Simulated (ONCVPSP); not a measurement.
## Reading a pseudo-wave (Zn (Z = 30))

Columns: radius, all-electron u(r) and pseudo u(r) of the 3s shell (level -124.43 eV) of zinc in the configuration [Ne] 3s2 3p6 3d10 4s2; LDA (Perdew-Wang 92), non-relativistic, ONCV scheme, ONCVPSP 4.0.1.

```json
{"r (bohr)": "0.068", "all-electron": "-0.0153", "pseudo": "0.2328"}
{"r (bohr)": "0.135", "all-electron": "-0.6740", "pseudo": "0.4528"}
{"r (bohr)": "0.202", "all-electron": "-0.5907", "pseudo": "0.6549"}
{"r (bohr)": "0.270", "all-electron": "-0.0976", "pseudo": "0.8339"}
{"r (bohr)": "0.338", "all-electron": "0.4542", "pseudo": "0.9805"}
{"r (bohr)": "0.405", "all-electron": "0.8880", "pseudo": "1.0890"}
{"r (bohr)": "0.473", "all-electron": "1.1718", "pseudo": "1.1608"}
{"r (bohr)": "0.540", "all-electron": "1.3096", "pseudo": "1.1937"}
{"r (bohr)": "0.608", "all-electron": "1.3408", "pseudo": "1.1914"}
{"r (bohr)": "0.675", "all-electron": "1.2980", "pseudo": "1.1580"}
{"r (bohr)": "0.742", "all-electron": "1.2109", "pseudo": "1.0991"}
{"r (bohr)": "0.810", "all-electron": "1.0986", "pseudo": "1.0197"}
{"r (bohr)": "0.878", "all-electron": "0.9772", "pseudo": "0.9272"}
{"r (bohr)": "0.945", "all-electron": "0.8581", "pseudo": "0.8295"}
{"r (bohr)": "1.013", "all-electron": "0.7435", "pseudo": "0.7293"}
{"r (bohr)": "1.080", "all-electron": "0.6399", "pseudo": "0.6338"}
{"r (bohr)": "1.148", "all-electron": "0.5455", "pseudo": "0.5435"}
{"r (bohr)": "1.215", "all-electron": "0.4635", "pseudo": "0.4631"}
{"r (bohr)": "1.283", "all-electron": "0.3909", "pseudo": "0.3909"}
{"r (bohr)": "1.350", "all-electron": "0.3293", "pseudo": "0.3293"}
{"r (bohr)": "1.418", "all-electron": "0.2757", "pseudo": "0.2757"}
{"r (bohr)": "1.485", "all-electron": "0.2308", "pseudo": "0.2308"}
{"r (bohr)": "1.553", "all-electron": "0.1922", "pseudo": "0.1922"}
{"r (bohr)": "1.620", "all-electron": "0.1603", "pseudo": "0.1603"}
{"r (bohr)": "1.688", "all-electron": "0.1329", "pseudo": "0.1329"}
{"r (bohr)": "1.755", "all-electron": "0.1104", "pseudo": "0.1104"}
```

Q: How many radial nodes do the two functions have?

A: The all-electron 3s function has n − l − 1 = 2 (the table is too coarse to show those close to the nucleus); the pseudo-wave has 0, since the states of the same l below it are removed with the core.

Q: At about which radius was the pseudo-wave matched?

A: 1.35 bohr. The columns agree to 0.0005 from 1.22 bohr on; several derivatives are matched, so the curves merge somewhat inside the radius.

Q: Is the pseudo-wave norm-conserving?

A: Yes: the ONCV scheme keeps the norm inside the radius equal to the all-electron one, which fixes the energy derivative of the logarithmic derivative at the level.
